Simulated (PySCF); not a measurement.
HF$_{3}$Ge (SMILES [F][GeH]([F])[F]), singlet, at a GFN2-xTB geometry. Base run: BHANDHLYP/6-31G, TDA (PySCF).

Input for PySCF:
```python
from pyscf import gto, scf, dft, tdscf

mol = gto.Mole()
mol.atom = '''
    Ge    0.08923464   -0.09490865    0.25449270
    F    -0.99278201    1.21191274    0.34616306
    F     1.34100333    0.45414224   -0.75474655
    F    -0.72655631   -1.26366345   -0.67040889
    H     0.54950651   -0.58444704    1.56716496
'''
mol.basis = '6-31g'
mol.verbose = 4
mol.build()

mf = dft.RKS(mol)
mf.xc = 'bhandhlyp'
mf.kernel()
td = mf.TDA()
td.nstates = 5
td.kernel()
td.analyze()
```

The base run was repeated with changes; each row names its change, and settings that it needs were set with it.

```
change                 first excitation (eV)  oscillator strength of the first  second (eV)  core-seconds (rough)
---------------------  ---------------------  --------------------------------  -----------  --------------------
base                                   10.04                             0.000        10.18                    30
functional = hf                        11.78                             0.000        11.78                     3
states = triplets                       8.70                                 -         9.41                    30
functional = lc_wpbe                    9.63                             0.000         9.78                    50
basis = cc-pVDZ                          ___                             0.000          ___                    50
nstates = 10                           10.04                             0.000        10.18                    40
functional = pbe                         ___                             0.000          ___                    20
functional = camb3lyp                   9.28                             0.000         9.49                    50
functional = pbe0                       9.15                             0.000         9.39                    20
functional = m062x                       ___                             0.000          ___                    60
nstates = 2                            10.04                             0.000        10.18                    30
```

### Question
Complete the blanks.

### Answer

- basis = cc-pVDZ, first excitation (eV): 10.49
- basis = cc-pVDZ, second (eV): 10.59
- functional = pbe, first excitation (eV): 7.93
- functional = pbe, second (eV): 8.23
- functional = m062x, first excitation (eV): 9.96
- functional = m062x, second (eV): 10.06

An iterative solver can miss low states, so a row lists the states that it found.
